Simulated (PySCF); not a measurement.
C4HCl2F, SMILES C#CC(F)=C(Cl)Cl.

Geometry optimised at ωB97X-D3(BJ)/def2-SVP. This is a generated structure with no PubChem entry under its InChIKey; it may be hypothetical.

The numbers are results of PySCF with M06-2X/def2-TZVP, not measurements.

Symmetry labels are those of the subgroup Cs that the program uses (full group Cs).

Computed valence orbital energies around the gap with their symmetry:
```csv
orbital,symmetry,energy (eV)
HOMO−7,A',-14.03
HOMO−6,A",-13.42
HOMO−5,A',-11.54
HOMO−4,A",-11.26
HOMO−3,A",-10.92
HOMO−2,A',-10.92
HOMO−1,A',-10.13
HOMO,A",-8.31
LUMO,A",-0.71
LUMO+1,A',0.49
LUMO+2,A',1.22
LUMO+3,A',2.26
```
